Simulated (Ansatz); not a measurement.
A CCSD(T) single point on C$_{2}$H$_{7}$InN, SMILES `C[N](C)[InH]` radical.

```yaml
crystal:
  periodic: [false, false, false]
  atoms:
    - {symbol: C, position_ang: [-0.468465, 1.010456, -0.323244]}
    - {symbol: N, position_ang: [-0.003675, -0.315552, -0.014948]}
    - {symbol: C, position_ang: [1.148656, -0.315553, 0.842438]}
    - {symbol: In, position_ang: [-0.920137, -1.983573, -0.740476]}
    - {symbol: H, position_ang: [-1.345038, 0.979348, -0.976237]}
    - {symbol: H, position_ang: [-0.752146, 1.566256, 0.584929]}
    - {symbol: H, position_ang: [0.304217, 1.606243, -0.835170]}
    - {symbol: H, position_ang: [0.943359, 0.178539, 1.805563]}
    - {symbol: H, position_ang: [1.476883, -1.335349, 1.058429]}
    - {symbol: H, position_ang: [1.998432, 0.217538, 0.386855]}
    - {symbol: H, position_ang: [-2.316786, -1.665351, -1.767441]}
basis:
  gaussian: {orbitals: def2-TZVPP}
magnetization: {spin_polarized: true, initial_magnetization: 1}
correlation: {method: ccsd_t}
scf: {omitted_lower_state_checks: [cluster_reference]}
```

```sh
$ ansatz run in.yaml --threads 2 --pin off --events-out ev --progress --plain --max-ram 31744MiB --backend cuda --devices 0, --max-vram 18GiB
```

The program prints (abridged):

```
Functional definition: HF
1593 factors; integrals over basis functions are off by at most 9.0e-4 eV
mean field evaluation 1: about -8797.2355 eV, gradient 2.9e1 eV
mean field evaluation 2: about -8797.2410 eV, gradient 2.9e1 eV
mean field evaluation 4: about -8802.0170 eV, gradient 3.9e0 eV
mean field evaluation 8: about -8802.1857 eV, gradient 2.3e-1 eV
mean field evaluation 16: about -8800.6075 eV, gradient 1.8e-1 eV
mean field -8802.18810773 eV, -323.4744466217 hartree, gradient 1.8e-6 eV, S^2 0.761657; 2 other end points of the search recorded, 0 dependent functions left out
7 core orbitals not correlated: weight in the atoms' cores, before any rotation towards them, 1.000 or more for the frozen orbitals, at most 0.000 for the correlated occupied ones
reference -8802.18810773 eV, -323.4744466217 hartree; 17, 16 occupied and 217, 218 virtual orbitals, 1593 factors
second order -22.92077840 eV of doubles, -0.00000000 eV of singles
cycle   1  -22.95610972 eV  change   -3.5e-2 eV  update   1.2e-1
cycle   2  -23.54419458 eV  change   -5.9e-1 eV  update   4.0e-2
cycle   3  -23.70718534 eV  change   -1.6e-1 eV  update   2.8e-2
cycle   4  -23.71070993 eV  change   -3.5e-3 eV  update   1.1e-2
cycle   5  -23.70352838 eV  change    7.2e-3 eV  update   6.5e-3
cycle   6  -23.70461316 eV  change   -1.1e-3 eV  update   2.4e-3
cycle   7  -23.70471302 eV  change   -1.0e-4 eV  update   1.0e-3
cycle   8  -23.70482263 eV  change   -1.1e-4 eV  update   3.7e-4
cycle   9  -23.70490903 eV  change   -8.6e-5 eV  update   1.8e-4
cycle  10  -23.70483462 eV  change    7.4e-5 eV  update   7.3e-5
cycle  11  -23.70483895 eV  change   -4.3e-6 eV  update   3.8e-5
perturbative correction -0.89040445 eV, -0.0327217599 hartree
Total energy: -8826.78335113 eV, -324.3783051453 hartree
Checks for a lower state left out: cluster_reference
```

Hardware: 2 threads of an AMD EPYC 7R13 on a shared host and a share of an NVIDIA H100 80 GB. Wall time 8 s, peak host memory 0.86 GiB.

The correlation energy is -24.595 eV, 3.6 % of it from (T); the T1 diagnostic reads 0.0187.
